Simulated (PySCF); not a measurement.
CH₃ClSi, SMILES C[Si]Cl (connectivity only; charge and spin as stated), neutral, multiplicity 1.

The structure is a stationary point at B3LYP-D3(BJ)/def2-TZVP.

The numbers are results of PySCF with TDDFT-M06-2X/def2-SVPD, not measurements.

Vertical excitations. Isolated molecule, no solvent. State labels are in the subgroup Cs.

```json
[
 {"state": "S1", "symmetry": "A\"", "energy (eV)": "2.76", "λ (nm)": "449", "f": "0.017", "main pairs": "HOMO→LUMO 101 %"},
 {"state": "S2", "symmetry": "A\"", "energy (eV)": "5.54", "λ (nm)": "224", "f": "0.007", "main pairs": "HOMO−1→LUMO 98 %"},
 {"state": "S3", "symmetry": "A'", "energy (eV)": "5.72", "λ (nm)": "217", "f": "0.099", "main pairs": "HOMO→LUMO+1 75 %, HOMO→LUMO+2 13 %"},
 {"state": "S4", "symmetry": "A\"", "energy (eV)": "6.29", "λ (nm)": "197", "f": "0.002", "main pairs": "HOMO−3→LUMO 97 %"},
 {"state": "S5", "symmetry": "A'", "energy (eV)": "6.30", "λ (nm)": "197", "f": "0.117", "main pairs": "HOMO−2→LUMO 87 %"},
 {"state": "S6", "symmetry": "A'", "energy (eV)": "6.53", "λ (nm)": "190", "f": "0.030", "main pairs": "HOMO→LUMO+2 80 %, HOMO→LUMO+1 13 %"},
 {"state": "S7", "symmetry": "A'", "energy (eV)": "7.01", "λ (nm)": "177", "f": "0.288", "main pairs": "HOMO→LUMO+3 92 %"},
 {"state": "S8", "symmetry": "A'", "energy (eV)": "7.83", "λ (nm)": "158", "f": "0.006", "main pairs": "HOMO→LUMO+4 62 %, HOMO→LUMO+7 14 %, HOMO→LUMO+6 12 %"},
 {"state": "S9", "symmetry": "A\"", "energy (eV)": "7.94", "λ (nm)": "156", "f": "0.055", "main pairs": "HOMO→LUMO+5 96 %"},
 {"state": "S10", "symmetry": "A'", "energy (eV)": "8.16", "λ (nm)": "152", "f": "0.061", "main pairs": "HOMO→LUMO+6 34 %, HOMO→LUMO+7 33 %, HOMO→LUMO+8 13 %, HOMO−1→LUMO+1 6 %"},
 {"state": "T1", "symmetry": "A\"", "energy (eV)": "1.70", "λ (nm)": "729", "f": "0", "main pairs": "HOMO→LUMO 97 %"},
 {"state": "T2", "symmetry": "A'", "energy (eV)": "4.80", "λ (nm)": "258", "f": "0", "main pairs": "HOMO→LUMO+1 77 %, HOMO→LUMO+2 13 %"},
 {"state": "T3", "symmetry": "A\"", "energy (eV)": "5.20", "λ (nm)": "238", "f": "0", "main pairs": "HOMO−1→LUMO 90 %"},
 {"state": "T4", "symmetry": "A'", "energy (eV)": "5.43", "λ (nm)": "228", "f": "0", "main pairs": "HOMO−2→LUMO 97 %"}
]
```
Triplets are in the Tamm–Dancoff approximation, which puts them higher than full response would, so one can lie above its singlet here.
